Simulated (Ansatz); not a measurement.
Ansatz (a first-principles code) input (B3LYP-D3(BJ)/def2-TZVP):

Ansatz 0.2 input:
```yaml
crystal:
  periodic: [false, false, false]
  atoms:
    - {symbol: B, position_ang: [0.00000000, 0.00000000, 0.00000000]}
    - {symbol: H, position_ang: [0.00000000, 0.00000000, 1.17438077]}
    - {symbol: H, position_ang: [-0.00000000, -0.00000000, -1.17438077]}
basis:
  gaussian:
    orbitals: def2-TZVP
hamiltonian:
  xc: b3lyp
  dispersion: d3bj
total_charge: 1
phonons: {temperatures: {t_min: 298.15, t_max: 298.15, t_step: 100}}
```

Output:

```
Functional definition: B3LYP
integrals: 0.00 GiB planned
257 factors; their error is unknown
mean field: 0.06 GiB planned
mean field evaluation 1: about -697.2739 eV, gradient 1.2e1 eV
mean field evaluation 2: about -697.6736 eV, gradient 2.9e0 eV
mean field evaluation 4: about -697.6987 eV, gradient 2.3e-2 eV
mean field evaluation 8: about -697.6881 eV, gradient 1.0e-3 eV
mean field -697.68811272 eV, -25.6395652323 hartree, gradient 1.4e-5 eV, S^2 0.000000; 0 other end points of the search recorded, 0 dependent functions left out
the calculation of the forces begins
reference -697.68826523 eV, -25.6395708373 hartree; 3, 3 occupied and 40, 40 virtual orbitals, 257 factors
these checks for a lower state are left out or cut short: stability, starts, cluster_reference, orbital_swaps, neighbouring_geometries, increment
integrals: 0.00 GiB planned
257 factors; their error is unknown
mean field: 0.06 GiB planned
mean field evaluation 16: about -697.6881 eV, gradient 2.0e-4 eV
mean field -697.68809313 eV, -25.6395645126 hartree, gradient 1.9e-6 eV, S^2 0.000000; 0 other end points of the search recorded, 0 dependent functions left out
the calculation of the forces begins
reference -697.68824565 eV, -25.6395701176 hartree; 3, 3 occupied and 40, 40 virtual orbitals, 257 factors
these checks for a lower state are left out or cut short: stability, starts, cluster_reference, orbital_swaps, neighbouring_geometries, increment
integrals: 0.00 GiB planned
257 factors; their error is unknown
mean field: 0.06 GiB planned
mean field -697.68809313 eV, -25.6395645126 hartree, gradient 1.9e-6 eV, S^2 0.000000; 0 other end points of the search recorded, 0 dependent functions left out
the calculation of the forces begins
reference -697.68824565 eV, -25.6395701176 hartree; 3, 3 occupied and 40, 40 virtual orbitals, 257 factors
these checks for a lower state are left out or cut short: stability, starts, cluster_reference, orbital_swaps, neighbouring_geometries, increment
integrals: 0.00 GiB planned
257 factors; their error is unknown
mean field: 0.06 GiB planned
mean field evaluation 32: about -697.6881 eV, gradient 1.9e-6 eV
mean field -697.68809313 eV, -25.6395645126 hartree, gradient 1.9e-6 eV, S^2 0.000000; 0 other end points of the search recorded, 0 dependent functions left out
the calculation of the forces begins
reference -697.68824565 eV, -25.6395701176 hartree; 3, 3 occupied and 40, 40 virtual orbitals, 257 factors
these checks for a lower state are left out or cut short: stability, starts, cluster_reference, orbital_swaps, neighbouring_geometries, increment
integrals: 0.00 GiB planned
257 factors; their error is unknown
mean field: 0.06 GiB planned
mean field -697.68809313 eV, -25.6395645126 hartree, gradient 1.9e-6 eV, S^2 0.000000; 0 other end points of the search recorded, 0 dependent functions left out
the calculation of the forces begins
reference -697.68824565 eV, -25.6395701176 hartree; 3, 3 occupied and 40, 40 virtual orbitals, 257 factors
these checks for a lower state are left out or cut short: stability, starts, cluster_reference, orbital_swaps, neighbouring_geometries, increment
integrals: 0.00 GiB planned
257 factors; their error is unknown
mean field: 0.06 GiB planned
mean field -697.68794144 eV, -25.6395589381 hartree, gradient 2.4e-6 eV, S^2 0.000000; 0 other end points of the search recorded, 0 dependent functions left out
the calculation of the forces begins
reference -697.68809396 eV, -25.6395645430 hartree; 3, 3 occupied and 40, 40 virtual orbitals, 257 factors
these checks for a lower state are left out or cut short: stability, starts, cluster_reference, orbital_swaps, neighbouring_geometries, increment
integrals: 0.00 GiB planned
257 factors; their error is unknown
mean field: 0.06 GiB planned
mean field -697.68794144 eV, -25.6395589381 hartree, gradient 2.4e-6 eV, S^2 0.000000; 0 other end points of the search recorded, 0 dependent functions left out
the calculation of the forces begins
reference -697.68809396 eV, -25.6395645430 hartree; 3, 3 occupied and 40, 40 virtual orbitals, 257 factors
these checks for a lower state are left out or cut short: stability, starts, cluster_reference, orbital_swaps, neighbouring_geometries, increment
integrals: 0.00 GiB planned
257 factors; their error is unknown
mean field: 0.06 GiB planned
mean field -697.68810782 eV, -25.6395650524 hartree, gradient 4.0e-7 eV, S^2 0.000000; 0 other end points of the search recorded, 0 dependent functions left out
the calculation of the forces begins
reference -697.68826034 eV, -25.6395706574 hartree; 3, 3 occupied and 40, 40 virtual orbitals, 257 factors
these checks for a lower state are left out or cut short: stability, starts, cluster_reference, orbital_swaps, neighbouring_geometries, increment
integrals: 0.00 GiB planned
257 factors; their error is unknown
mean field: 0.06 GiB planned
mean field evaluation 64: about -697.6986 eV, gradient 1.7e-1 eV
mean field -697.68810782 eV, -25.6395650524 hartree, gradient 4.0e-7 eV, S^2 0.000000; 0 other end points of the search recorded, 0 dependent functions left out
the calculation of the forces begins
reference -697.68826034 eV, -25.6395706574 hartree; 3, 3 occupied and 40, 40 virtual orbitals, 257 factors
these checks for a lower state are left out or cut short: stability, starts, cluster_reference, orbital_swaps, neighbouring_geometries, increment
integrals: 0.00 GiB planned
257 factors; their error is unknown
mean field: 0.06 GiB planned
mean field -697.68810782 eV, -25.6395650524 hartree, gradient 4.0e-7 eV, S^2 0.000000; 0 other end points of the search recorded, 0 dependent functions left out
the calculation of the forces begins
reference -697.68826034 eV, -25.6395706574 hartree; 3, 3 occupied and 40, 40 virtual orbitals, 257 factors
these checks for a lower state are left out or cut short: stability, starts, cluster_reference, orbital_swaps, neighbouring_geometries, increment
integrals: 0.00 GiB planned
257 factors; their error is unknown
mean field: 0.06 GiB planned
mean field -697.68810782 eV, -25.6395650524 hartree, gradient 4.0e-7 eV, S^2 0.000000; 0 other end points of the search recorded, 0 dependent functions left out
the calculation of the forces begins
reference -697.68826034 eV, -25.6395706574 hartree; 3, 3 occupied and 40, 40 virtual orbitals, 257 factors
these checks for a lower state are left out or cut short: stability, starts, cluster_reference, orbital_swaps, neighbouring_geometries, increment
integrals: 0.00 GiB planned
257 factors; their error is unknown
mean field: 0.06 GiB planned
mean field -697.68802964 eV, -25.6395621794 hartree, gradient 2.5e-6 eV, S^2 0.000000; 0 other end points of the search recorded, 0 dependent functions left out
the calculation of the forces begins
reference -697.68818227 eV, -25.6395677883 hartree; 3, 3 occupied and 40, 40 virtual orbitals, 257 factors
these checks for a lower state are left out or cut short: stability, starts, cluster_reference, orbital_swaps, neighbouring_geometries, increment
integrals: 0.00 GiB planned
257 factors; their error is unknown
mean field: 0.06 GiB planned
mean field evaluation 96: about -697.6880 eV, gradient 9.1e-4 eV
mean field -697.68802755 eV, -25.6395621025 hartree, gradient 2.4e-6 eV, S^2 0.000000; 0 other end points of the search recorded, 0 dependent functions left out
the calculation of the forces begins
reference -697.68817996 eV, -25.6395677035 hartree; 3, 3 occupied and 40, 40 virtual orbitals, 257 factors
Total energy: -697.71494242 eV, -25.6405512059 hartree
Atom 0 at     0.000000     0.000000     0.000000 Å, force    -0.000000    -0.000000    -0.000000 eV/Å
Atom 1 at     0.000000     0.000000     1.174381 Å, force     0.000000     0.000000     0.000010 eV/Å
Atom 2 at    -0.000000    -0.000000    -1.174381 Å, force     0.000000     0.000000    -0.000010 eV/Å
Dipole moment:     0.000000    -0.000000    -0.000000 e Å
Vibrations: 1001.37 1001.37 2670.61 2961.73 cm⁻¹, zero-point energy 0.473314 eV
```
